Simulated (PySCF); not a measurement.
C6H8, charge -1, doublet, geometry from GFN2-xTB (a state made from the parent by changing its charge; the spin is typed, not shown lowest) (in this run its highest filled SCF level lies above zero, so its values depend strongly on the basis, on diffuse functions most of all); M062X/6-31G run with PySCF.

The PySCF input:
```python
from pyscf import gto, scf, dft

mol = gto.M(
    atom='''
C     0.313051   -1.352592    0.313963
C     1.368759   -0.492455    0.041985
C     1.150905    0.860225   -0.230668
C    -0.133647    1.378777   -0.327397
C    -1.293844    0.434619   -0.369694
C    -1.048563   -0.776517    0.545103
H     0.479185   -2.394665    0.571367
H     2.385194   -0.887256    0.017285
H     2.005437    1.528113   -0.346073
H    -0.309991    2.419360   -0.584037
H    -1.468357    0.050241   -1.397587
H    -2.226837    0.943769   -0.072195
H    -1.831307   -1.536096    0.376085
H    -1.173285   -0.435815    1.595404
''',
    basis='6-31g',
    charge=-1,
    spin=1,
    verbose=3,
)

mf = dft.UKS(mol)
mf.xc = 'm062x'
mf.kernel()
mf.analyze()
```

Question: Write the output that PySCF gives for this input, abridged.

Answer: 
```
converged SCF energy = -233.197222060027  <S^2> = 0.76500048  2S+1 = 2.0149446
**** MO energy ****
                             alpha | beta                alpha | beta
MO #1   energy= -10.3430717154     | -10.34331442225    occ= 1 | 1
MO #2   energy= -10.3427896057361  | -10.343028235576   occ= 1 | 1
MO #3   energy= -10.3063702682814  | -10.3060281716958  occ= 1 | 1
MO #4   energy= -10.3056994771413  | -10.3054117515364  occ= 1 | 1
MO #5   energy= -10.2937783349487  | -10.2904264739958  occ= 1 | 1
MO #6   energy= -10.2937558845895  | -10.2904017073935  occ= 1 | 1
MO #7   energy= -0.716514420731337 | -0.710139417756386 occ= 1 | 1
MO #8   energy= -0.622198494384697 | -0.618315983692864 occ= 1 | 1
MO #9   energy= -0.602821812685819 | -0.592191751953695 occ= 1 | 1
MO #10  energy= -0.480717436487106 | -0.477550382212051 occ= 1 | 1
MO #11  energy= -0.456233454983885 | -0.443611341215066 occ= 1 | 1
MO #12  energy= -0.363376520458363 | -0.358505832490855 occ= 1 | 1
MO #13  energy= -0.353239398935772 | -0.346076977887492 occ= 1 | 1
MO #14  energy= -0.302698309537698 | -0.298544462017314 occ= 1 | 1
MO #15  energy= -0.260337360092288 | -0.253383392463963 occ= 1 | 1
MO #16  energy= -0.252046589518779 | -0.250348618983287 occ= 1 | 1
MO #17  energy= -0.251446378261073 | -0.244958712607861 occ= 1 | 1
MO #18  energy= -0.226999135326218 | -0.218494111485667 occ= 1 | 1
MO #19  energy= -0.171798803206932 | -0.164496340352055 occ= 1 | 1
MO #20  energy= -0.164984348777238 | -0.161236525119292 occ= 1 | 1
MO #21  energy= -0.149617382649571 | -0.129429567632889 occ= 1 | 1
MO #22  energy= -0.038785566306512 | -0.00590989004503473 occ= 1 | 1
MO #23  energy= 0.0861228112941361 | 0.243354775386806  occ= 1 | 0
MO #24  energy= 0.311934496211957  | 0.313440091347528  occ= 0 | 0
MO #25  energy= 0.329766531560662  | 0.338555770938843  occ= 0 | 0
MO #26  energy= 0.36739444387838   | 0.369471929136524  occ= 0 | 0
MO #27  energy= 0.368204533182793  | 0.375963043519287  occ= 0 | 0
MO #28  energy= 0.376063221295532  | 0.377083355833035  occ= 0 | 0
MO #29  energy= 0.398411368280883  | 0.400827012903862  occ= 0 | 0
MO #30  energy= 0.403723273722978  | 0.410545944902859  occ= 0 | 0
MO #31  energy= 0.421201599384115  | 0.42323753457807   occ= 0 | 0

To work with the spin densities directly, `use mulliken_meta_spin()` only printing them here.

 ** Mulliken spin pop alpha/beta on meta-lowdin orthogonal AOs **
 ** Mulliken Spin Density (per atom)  **
spin density of  0 C =      0.42220
spin density of  1 C =      0.07404
spin density of  2 C =      0.07401
spin density of  3 C =      0.42222
spin density of  4 C =     -0.00933
spin density of  5 C =     -0.00931
spin density of  6 H =     -0.01518
spin density of  7 H =     -0.00302
spin density of  8 H =     -0.00301
spin density of  9 H =     -0.01517
spin density of  10 H =      0.02279
spin density of  11 H =      0.00848
spin density of  12 H =      0.00848
spin density of  13 H =      0.02279
 ** Mulliken pop alpha/beta on meta-lowdin orthogonal AOs **
 ** Mulliken atomic charges   ( Nelec_alpha | Nelec_beta ) **
charge of  0C =     -0.32063  (     3.37142      2.94922 )
charge of  1C =     -0.21040  (     3.14222      3.06818 )
charge of  2C =     -0.21041  (     3.14221      3.06820 )
charge of  3C =     -0.32063  (     3.37143      2.94920 )
charge of  4C =     -0.16925  (     3.07996      3.08929 )
charge of  5C =     -0.16915  (     3.07992      3.08923 )
charge of  6H =      0.04653  (     0.46914      0.48432 )
charge of  7H =      0.05173  (     0.47263      0.47564 )
charge of  8H =      0.05173  (     0.47263      0.47564 )
charge of  9H =      0.04655  (     0.46914      0.48431 )
charge of  10H =      0.05073  (     0.48603      0.46324 )
charge of  11H =      0.05124  (     0.47862      0.47014 )
charge of  12H =      0.05125  (     0.47861      0.47014 )
charge of  13H =      0.05072  (     0.48604      0.46324 )

WARN: System has nonzero charge -1; the dipole moment is origin-dependent.
Location of origin: [0. 0. 0.]

Dipole moment(X, Y, Z, Debye): -1.12788, -0.16465,  0.08437
```
